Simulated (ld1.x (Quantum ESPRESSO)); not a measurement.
## zinc: one change to a TM potential, before and after

```json
{"Element": "Zn", "Generator": "ld1.x (Quantum ESPRESSO) 7.5", "Type": "norm-conserving Troullier–Martins (Kleinman–Bylander form)", "Functional": "PBE", "Relativity": "scalar-relativistic", "Frozen core": "[Ar]", "Valence charge": "12", "Reference configuration": "3d10 4s1.75 4p0.25", "Partial waves": "4p (bound): rc 3.25 bohr; 3d (bound): rc 1.40 bohr; 4s (bound): rc 1.55 bohr", "Local potential": "the s channel", "Core correction": "none"}
```

All-electron outer shells of the reference configuration (PBE, scalar-relativistic, ld1.x):

```csv
shell,level (eV),outermost node (bohr),outermost maximum (bohr)
3s,-129.85,0.28,0.59
3p,-84.02,0.25,0.59
3d,-10.75,–,0.57
4s,-6.38,0.85,2.09
4p,-1.41,0.92,3.04
```

Change: all radii scaled by about 1.38 (s 2.14, p 4.50, d 1.94 bohr).

Cutoffs: the cutoffs (Ry, on a coarse ladder) from which the occupation-weighted sum of valence levels, in a spherical-Bessel basis at the reference potential, stays within 10 and 1 mRy of its value at 400 Ry; they do not see the model core or the augmentation charge, which bear on the density cutoff. Errors are all-electron minus pseudo energies relative to the spin-unpolarised reference configuration.

What does the change do?

The potential gets softer (140 Ry and 260 Ry → 90 Ry and 140 Ry); of the 7 tests that both files solve, the error grows in 1 and shrinks in 2 by more than 15 % and 0.3 meV (median size 21.0 → 19.1 meV); neither file shows a bound ghost. A larger radius leaves more room for a smooth pseudo-wave, so fewer plane waves are needed.

| quantity | base | changed |
| --- | --- | --- |
| cutoff, loose | 140 Ry | 90 Ry |
| cutoff, tight | 260 Ry | 140 Ry |
| loose cutoff by channel (10 mRy a level) | p 6 Ry, d 120 Ry, s 10 Ry | p 6 Ry, d 70 Ry, s 8 Ry |
| bound ghosts | none | none |
| error for 3d10 4s2 4p0, meV [ΔE -1.23 eV] | +0.4 | +0.4 |
| error for 3d10 4s1 4p0, meV [ΔE 8.66 eV] | +2.4 | +3.5 |
| error for 3d10 4s0 4p0, meV [ΔE 27.10 eV] | +42 | +32 |
| error for 3d9 4s2 4p1, meV [ΔE 11.02 eV] | -325 | -34 |
| error for 3d10 4s1 4p1, meV [ΔE 3.86 eV] | +3.0 | +2.9 |
| error for 3d10 4s0 4p2, meV [ΔE 9.33 eV] | +21 | +19 |
| error for 3d10 4s0 4p1, meV [ΔE 14.98 eV] | +25 | +22 |
